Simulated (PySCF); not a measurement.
## Partial charges of `C[C@@H](C1CCC1)[S@@](C)=O`

Compound: C₇H₁₄OS.
Structure used (PBE0-D3(BJ)/def2-SVP), in Å, numbered top down from 1:
```
atom  x, y, z in Å
C1     0.4615    1.8832    0.8790
C2     0.4116    0.4047    1.2385
C3    -0.7775   -0.2941    0.6126
C4    -2.1775    0.3302    0.8140
C5    -2.7556   -1.0937    0.8876
C6    -1.3399   -1.6115    1.1920
S7     2.0080   -0.2815    0.5906
C8     1.9494   -1.9500    1.2941
O9     1.8110   -0.4482   -0.8947
H10    0.5482    1.9973   -0.2128
H11   -0.4529    2.3972    1.2085
H12    1.3234    2.3831    1.3458
H13    0.4396    0.2653    2.3340
H14   -0.5595   -0.4120   -0.4634
H15   -2.5558    1.0108    0.0369
H16   -2.2493    0.8393    1.7894
H17   -3.1045   -1.4381   -0.0976
H18   -3.5478   -1.2902    1.6248
H19   -1.0333   -2.5574    0.7211
H20   -1.1554   -1.6857    2.2766
H21    1.8923   -1.9054    2.3910
H22    1.0965   -2.4911    0.8673
H23    2.8850   -2.4355    0.9859
```

Density: PBE0/pcSseg-1 (PySCF); schemes: Mulliken, IAO, Hirshfeld and ESP-fitted. Isolated species at its PBE0-D3(BJ)/def2-SVP geometry (one conformer only).

Problem. Give the atomic charges in each scheme.

Solution. In e:

| atom | environment | Mulliken | IAO | Hirshfeld | ESP-fitted |
| --- | --- | --- | --- | --- | --- |
| C1 | methyl carbon | -0.214 | -0.418 | -0.121 | -0.464 |
| C2 | sp3 carbon bound to sulfur | -0.426 | -0.236 | -0.036 | -0.238 |
| C3 | four-membered-ring carbon | -0.283 | -0.124 | -0.031 | +0.466 |
| C4 | four-membered-ring carbon | -0.165 | -0.256 | -0.068 | -0.211 |
| C5 | four-membered-ring carbon | -0.207 | -0.254 | -0.068 | -0.157 |
| C6 | four-membered-ring carbon | -0.177 | -0.259 | -0.071 | -0.207 |
| S7 | sulfinyl sulfur | +0.618 | +1.046 | +0.324 | +0.269 |
| C8 | S-methyl carbon | -0.404 | -0.570 | -0.128 | -0.527 |
| O9 | sulfinyl oxygen | -0.640 | -0.904 | -0.372 | -0.446 |
| H10 | methyl hydrogen | +0.137 | +0.154 | +0.043 | +0.161 |
| H11 | methyl hydrogen | +0.138 | +0.145 | +0.045 | +0.129 |
| H12 | methyl hydrogen | +0.129 | +0.143 | +0.039 | +0.147 |
| H13 | methine hydrogen | +0.130 | +0.130 | +0.036 | +0.164 |
| H14 | methine hydrogen | +0.153 | +0.150 | +0.032 | -0.019 |
| H15 | methylene hydrogen | +0.132 | +0.132 | +0.038 | +0.058 |
| H16 | methylene hydrogen | +0.113 | +0.123 | +0.035 | +0.071 |
| H17 | methylene hydrogen | +0.124 | +0.136 | +0.041 | +0.068 |
| H18 | methylene hydrogen | +0.122 | +0.131 | +0.037 | +0.073 |
| H19 | methylene hydrogen | +0.140 | +0.126 | +0.036 | +0.070 |
| H20 | methylene hydrogen | +0.108 | +0.122 | +0.033 | +0.044 |
| H21 | methyl hydrogen | +0.140 | +0.155 | +0.050 | +0.156 |
| H22 | methyl hydrogen | +0.169 | +0.158 | +0.050 | +0.164 |
| H23 | methyl hydrogen | +0.166 | +0.170 | +0.055 | +0.229 |

Mean size of the charges over all atoms: IAO 0.263 e, Mulliken 0.219 e, ESP-fitted 0.197 e, Hirshfeld 0.078 e. Each set sums to the total charge, 0, to within 0.001 e. The Hirshfeld scheme divides the density at each point in proportion to the densities of the neutral, spherically averaged free atoms.

Lowest charge. The schemes don't all agree: Mulliken O9 (-0.640); IAO O9 (-0.904); Hirshfeld O9 (-0.372); ESP-fitted C8 (-0.527).

Highest charge. The schemes don't all agree: Mulliken S7 (+0.618); IAO S7 (+1.046); Hirshfeld S7 (+0.324); ESP-fitted C3 (+0.466).

Problem. How closely do the schemes follow one another over all atoms?

Solution. Correlation coefficient and root-mean-square difference: IAO with Hirshfeld 0.98, 0.245 e; Mulliken with IAO 0.95, 0.132 e; Mulliken with Hirshfeld 0.92, 0.165 e; IAO with ESP-fitted 0.77, 0.232 e; Hirshfeld with ESP-fitted 0.73, 0.178 e; Mulliken with ESP-fitted 0.70, 0.198 e.

Problem. How many electrons does the ESP-fitted scheme count on C8?

Solution. Z − q = 6 − (-0.527) = 6.527.

Problem. Sum the charges by element, for elements with more than one atom.

Solution. 
| element | atoms | Mulliken | IAO | Hirshfeld | ESP-fitted |
| --- | --- | --- | --- | --- | --- |
| C | 7 | -1.877 | -2.116 | -0.524 | -1.337 |
| H | 14 | +1.899 | +1.975 | +0.571 | +1.514 |
